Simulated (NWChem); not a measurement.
System: N-methylmethanimine (C₂H₅N); SMILES C=NC

Excerpt of the output:

```
             Northwest Computational Chemistry Package (NWChem) 7.3.0
             --------------------------------------------------------

 CS  symmetry detected

                             Geometry "geometry" -> ""
                             -------------------------

 Output coordinates in angstroms (scale by  1.889725989 to convert to a.u.)

  No.       Tag          Charge          X              Y              Z
 ---- ---------------- ---------- -------------- -------------- --------------
    1 C                    6.0000    -0.12976326     1.14012236     0.00000000
    2 N                    7.0000     0.52739241    -0.13550654     0.00000000
    3 C                    6.0000    -0.18019595    -1.17949709     0.00000000
    4 H                    1.0000     0.19540638     1.71725393     0.88098000
    5 H                    1.0000     0.19540638     1.71725393    -0.88098000
    6 H                    1.0000    -1.23759375     1.08362353     0.00000000
    7 H                    1.0000    -1.29055349    -1.16692924     0.00000000
    8 H                    1.0000     0.30534286    -2.16640798     0.00000000

 Effective nuclear repulsion energy (a.u.)      72.2350758756

      Symmetry information
      --------------------

 Group name             Cs
 Group number              2
 Group order               2
 No. of unique centers     7

  xc_inp: hfexch multiplicative factor not found.

                                 NWChem DFT Module
                                 -----------------

 Summary of "ao basis" -> "ao basis" (spherical)
 ------------------------------------------------------------------------------
       Tag                 Description            Shells   Functions and Types
 ---------------- ------------------------------  ------  ---------------------
 C                         def2-tzvpd               13       37   6s3p3d1f
 N                         def2-tzvpd               13       37   6s3p3d1f
 H                         def2-tzvpd                5        9   3s2p

      Symmetry analysis of basis
      --------------------------

        a'        105
        a"         51

            General Information
            -------------------
          SCF calculation type: DFT
          Wavefunction type:  closed shell.
          No. of atoms     :     8
          No. of electrons :    24
           Alpha electrons :    12
            Beta electrons :    12
          Charge           :     0
          Spin multiplicity:     1
          Use of symmetry is: on ; symmetry adaption is: on
          Maximum number of iterations: 150
          AO basis - number of functions:   156
                     number of shells:    64
          Convergence on energy requested:  1.00D-06
          Convergence on density requested:  1.00D-05
          Convergence on gradient requested:  5.00D-04

              XC Information
              --------------
                     Hartree-Fock (Exact) Exchange  1.000

      Superposition of Atomic Density Guess
      -------------------------------------

 Sum of atomic energies:        -132.15326385

      Non-variational initial energy
      ------------------------------

 Total energy =    -133.878977
 1-e energy   =    -319.548356
 2-e energy   =     113.434303
 HOMO         =      -0.315348
 LUMO         =      -0.022343

      Symmetry analysis of molecular orbitals - initial
      -------------------------------------------------

  Numbering of irreducible representations:

     1 a'          2 a"

  Orbital symmetries:

     1 a'          2 a'          3 a'          4 a'          5 a'
     6 a'          7 a'          8 a'          9 a"         10 a'
    11 a"         12 a'         13 a"         14 a'         15 a'
    16 a'         17 a'         18 a"         19 a'         20 a'
    21 a"         22 a'

     ---------------------------------------------
      Total Density - Mulliken Population Analysis
     ---------------------------------------------

    Atom       Charge   Shell Charges
 -----------   ------   -------------------------------------------------------
    1 C    6     6.49   0.86  1.12  0.55  0.67  0.07  0.01  1.20  1.33  0.56  0.02  0.05  0.04  0.01
    2 N    7     7.44   0.82  1.16  0.59  0.86  0.24  0.05  1.50  1.70  0.47  0.01  0.05 -0.02  0.00
    3 C    6     6.01   0.86  1.12  0.57  0.64  0.19  0.00  1.10  1.11  0.35  0.02  0.05 -0.01  0.01
    4 H    1     0.83   0.24  0.45  0.08  0.02  0.03
    5 H    1     0.83   0.24  0.45  0.08  0.02  0.03
    6 H    1     0.77   0.24  0.45  0.05  0.02  0.00
    7 H    1     0.81   0.24  0.47  0.06  0.02  0.02
    8 H    1     0.82   0.24  0.47  0.07  0.02  0.02

   convergence    iter        energy       DeltaE   RMS-Dens  Diis-err
 ---------------- ----- ----------------- --------- --------- ---------
 d= 0,ls=0.0,diis     1   -133.0685655581 -2.05D+02  3.25D-03  2.74D-01
 d= 0,ls=0.0,diis     2   -133.1034118077 -3.48D-02  9.70D-04  8.30D-02
 d= 0,ls=0.0,diis     3   -133.1120806508 -8.67D-03  4.78D-04  8.23D-03
 d= 0,ls=0.0,diis     4   -133.1134258589 -1.35D-03  1.30D-04  1.79D-04
 d= 0,ls=0.0,diis     5   -133.1134874380 -6.16D-05  6.15D-05  3.63D-05
  Resetting Diis
 d= 0,ls=0.0,diis     6   -133.1134993990 -1.20D-05  3.25D-05  8.05D-06
 d= 0,ls=0.0,diis     7   -133.1135020219 -2.62D-06  8.84D-06  5.27D-07
 d= 0,ls=0.0,diis     8   -133.1135021685 -1.47D-07  3.88D-06  1.12D-07

         Total DFT energy =     -133.113502168497
      One electron energy =     -322.083360830162
           Coulomb energy =      135.448611632745
    Exchange-Corr. energy =      -18.713828846632
 Nuclear repulsion energy =       72.235075875552

 Numeric. integr. density =        0.000000000000

                  Occupations of the irreducible representations
                  ----------------------------------------------

                     irrep           alpha         beta
                     --------     --------     --------
                     a'               10.0         10.0
                     a"                2.0          2.0

                       DFT Final Molecular Orbital Analysis
                       ------------------------------------

 Vector   10  Occ=2.000000D+00  E=-5.296843D-01  Symmetry=a'
              MO Center= -2.2D-01,  3.7D-01,  1.1D-14, r^2= 2.9D+00
   Bfn.  Coefficient  Atom+Function         Bfn.  Coefficient  Atom+Function
  ----- ------------  ---------------      ----- ------------  ---------------
     8      0.192981  1 C  py                 7      0.179123  1 C  px
   131     -0.172498  6 H  s                 82      0.169629  3 C  py
    11      0.163838  1 C  py                10      0.153539  1 C  px
   149     -0.151317  8 H  s                 85      0.127170  3 C  py
   113      0.126122  4 H  s                122      0.126122  5 H  s

 Vector   11  Occ=2.000000D+00  E=-4.196227D-01  Symmetry=a"
              MO Center=  1.5D-01, -2.0D-01,  1.2D-15, r^2= 2.1D+00
   Bfn.  Coefficient  Atom+Function         Bfn.  Coefficient  Atom+Function
  ----- ------------  ---------------      ----- ------------  ---------------
    46      0.264515  2 N  pz                49      0.254953  2 N  pz
    83      0.247649  3 C  pz                86      0.243610  3 C  pz
    52      0.166601  2 N  pz                 9     -0.132873  1 C  pz
    89      0.126752  3 C  pz               113     -0.125939  4 H  s
   122      0.125939  5 H  s                 15     -0.125189  1 C  pz

 Vector   12  Occ=2.000000D+00  E=-4.083518D-01  Symmetry=a'
              MO Center=  2.9D-01, -2.1D-01, -8.8D-16, r^2= 2.0D+00
   Bfn.  Coefficient  Atom+Function         Bfn.  Coefficient  Atom+Function
  ----- ------------  ---------------      ----- ------------  ---------------
    44      0.347341  2 N  px                47      0.313779  2 N  px
    42      0.294316  2 N  s                 43      0.229480  2 N  s
    50      0.210736  2 N  px                13     -0.201495  1 C  px
    41      0.178042  2 N  s                140      0.147210  7 H  s
    87     -0.136227  3 C  px               131      0.124157  6 H  s

 Vector   13  Occ=0.000000D+00  E= 7.443619D-02  Symmetry=a'
              MO Center= -9.1D-01, -4.9D-01,  5.8D-16, r^2= 1.2D+01
   Bfn.  Coefficient  Atom+Function         Bfn.  Coefficient  Atom+Function
  ----- ------------  ---------------      ----- ------------  ---------------
     5      4.833854  1 C  s                 79      4.761763  3 C  s
    43     -4.056986  2 N  s                150     -3.829408  8 H  s
    80      3.404074  3 C  s                141     -2.881505  7 H  s
     6      2.281593  1 C  s                132     -2.072268  6 H  s
   114     -1.430996  4 H  s                123     -1.430996  5 H  s

 Vector   14  Occ=0.000000D+00  E= 9.474365D-02  Symmetry=a'
              MO Center= -1.4D-01,  1.8D-01, -6.1D-16, r^2= 1.5D+01
   Bfn.  Coefficient  Atom+Function         Bfn.  Coefficient  Atom+Function
  ----- ------------  ---------------      ----- ------------  ---------------
   150      5.938454  8 H  s                  5      4.967265  1 C  s
    79     -4.083354  3 C  s                  6      3.930435  1 C  s
    80     -3.601040  3 C  s                114     -2.204540  4 H  s
   123     -2.204540  5 H  s                 43     -1.222770  2 N  s
   132     -1.228750  6 H  s                104      1.125165  3 C  d  2

 Vector   15  Occ=0.000000D+00  E= 1.243732D-01  Symmetry=a"
              MO Center= -3.1D-01, -7.5D-01,  4.6D-16, r^2= 4.7D+00
   Bfn.  Coefficient  Atom+Function         Bfn.  Coefficient  Atom+Function
  ----- ------------  ---------------      ----- ------------  ---------------
    15      0.495822  1 C  pz               138     -0.364167  6 H  pz
   147     -0.365486  7 H  pz                52      0.261464  2 N  pz
   120     -0.261769  4 H  pz               129     -0.261769  5 H  pz
    27      0.243695  1 C  d -1              49      0.235185  2 N  pz
    46      0.230062  2 N  pz               119     -0.227990  4 H  py

     ---------------------------------------------
      Total Density - Mulliken Population Analysis
     ---------------------------------------------

    Atom       Charge   Shell Charges
 -----------   ------   -------------------------------------------------------
    1 C    6     6.42   0.85  1.12  0.48  0.69  0.07  0.00  1.23  1.31  0.53  0.03  0.07  0.02  0.01
    2 N    7     7.32   0.82  1.16  0.54  0.88  0.27  0.08  1.44  1.63  0.47  0.01  0.06 -0.05  0.00
    3 C    6     6.11   0.86  1.12  0.51  0.61  0.18  0.00  1.20  1.20  0.33  0.03  0.07 -0.01  0.01
    4 H    1     0.85   0.27  0.49  0.04  0.02  0.02
    5 H    1     0.85   0.27  0.49  0.04  0.02  0.02
    6 H    1     0.80   0.27  0.50  0.02  0.02 -0.00
    7 H    1     0.82   0.26  0.50  0.03  0.02  0.01
    8 H    1     0.84   0.26  0.49  0.04  0.02  0.01

     -------------------------------------------
      Total Density - Lowdin Population Analysis
     -------------------------------------------

    Atom       Charge   Shell Charges
 -----------   ------   -------------------------------------------------------
    1 C    6     6.16   0.91  1.04  0.33  0.27  0.13  0.07  1.07  1.28  0.43  0.03  0.31  0.25  0.04
    2 N    7     7.13   0.89  1.07  0.41  0.38  0.17  0.09  1.29  1.52  0.63  0.01  0.18  0.46  0.02
    3 C    6     6.06   0.91  1.04  0.34  0.29  0.14  0.07  1.04  1.19  0.41  0.04  0.33  0.21  0.05
    4 H    1     0.93   0.25  0.36  0.12  0.05  0.15
    5 H    1     0.93   0.25  0.36  0.12  0.05  0.15
    6 H    1     0.93   0.25  0.35  0.12  0.05  0.16
    7 H    1     0.93   0.24  0.35  0.13  0.05  0.15
    8 H    1     0.94   0.25  0.36  0.13  0.05  0.15

     Multipole analysis of the density
     ---------------------------------

     L   x y z        total         alpha         beta         nuclear
     -   - - -        -----         -----         ----         -------
     0   0 0 0     -0.000000    -12.000000    -12.000000     24.000000

     1   1 0 0     -0.669863     -0.334932     -0.334932      0.000000
     1   0 1 0     -0.076142     -0.038071     -0.038071      0.000000
     1   0 0 1     -0.000000     -0.000000     -0.000000      0.000000

     2   2 0 0    -15.724478    -17.878399    -17.878399     20.032321
     2   1 1 0      0.542145      0.160658      0.160658      0.220828
     2   1 0 1     -0.000000     -0.000000     -0.000000      0.000000
     2   0 2 0    -12.148880    -58.573188    -58.573188    104.997497
     2   0 1 1      0.000000      0.000000      0.000000      0.000000
     2   0 0 2    -14.992070    -10.267630    -10.267630      5.543190
```

Level: Hartree-Fock/def2-TZVPD. The geometry was optimised at PBE0/def2-SVP.

Q: Write an input that gives this output.

A: This is not unique; one that fits is the input that was run:
```
start job
memory heap 200 mb stack 900 mb global 1100 mb
geometry units angstroms noautoz
  C     -0.122660     1.135780     0.000000
  N      0.539145    -0.137443     0.000000
  C     -0.164630    -1.184008     0.000000
  H      0.200402     1.714094     0.880980
  H      0.200402     1.714094    -0.880980
  H     -1.230277     1.075240     0.000000
  H     -1.275026    -1.175491     0.000000
  H      0.324506    -2.169141     0.000000
end
basis spherical
  * library def2-tzvpd
end
dft
  xc hfexch
  iterations 150
  mulliken
end
task dft energy
```
